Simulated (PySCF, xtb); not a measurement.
C2NiO2, SMILES [Ni](<-[C-]#[O+])<-[C-]#[O+], multiplicity 1.

GFN2-xTB in xtb at its own geometry gives an orbital gap of 1.92 eV and a dipole moment of 1.51 D.

Coordinates come from a B3LYP-D3(BJ)/def2-SVP optimisation. The multiplicity is an assumed one; other spin states were not compared.

Question: What does ωB97X/def2-TZVP (PySCF) give? (Estimate from the structure and the level; the computed values follow.)

Answer: gap 9.17 eV (levels -9.18 and -0.01 eV), dipole 1.38 D.
